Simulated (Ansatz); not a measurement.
Reaction: CH5BN (SMILES [N](B)C, doublet) → CH5BN (SMILES C[B]N, doublet)
Each species at its own B3LYP-D3(BJ)/def2-TZVP minimum (Ansatz, a program for electronic structure), one conformer.

Total energies in hartree (Ansatz). Open shells are spin-unrestricted; no spin-orbit coupling. Cores are frozen in correlated methods. No relativity.

| species | HF/cc-pVTZ | CCSD(T)/cc-pVTZ | HF/cc-pVQZ | CCSD(T)/cc-pVQZ | CCSD(T)/cc-pVDZ | CCSDT(Q)/cc-pVDZ |
|---|---|---|---|---|---|---|
| 1: CH5BN (SMILES B[N]C, doublet) | -119.92127 | -120.43545 | -119.92966 | -120.47069 | -120.31246 | -120.31454 |
| 2: CH5BN (SMILES C[B]N, doublet) | -119.95000 | -120.46977 | -119.95852 | -120.50599 | -120.34178 | -120.34347 |

**Question.** Work out the isomerisation energy (electronic) in kJ/mol: take Hartree-Fock from cc-pVQZ, extrapolate the CCSD(T) correlation energy as X^-3 (X = 3, 4), and add CCSDT(Q) - CCSD(T) in cc-pVDZ. 1 hartree = 2625.5 kJ/mol.

**Answer.** 
Species 1: correlation (64·(-0.54103) - 27·(-0.51418))/37 = -0.56062; step -0.00208; E1 = -119.92966 + (-0.56062) + (-0.00208) = -120.49236
Species 2: correlation (64·(-0.54747) - 27·(-0.51977))/37 = -0.56768; step -0.00169; E2 = -119.95852 + (-0.56768) + (-0.00169) = -120.52789
-1·E1 +1·E2 = -0.03553 hartree = -93.3 kJ/mol.
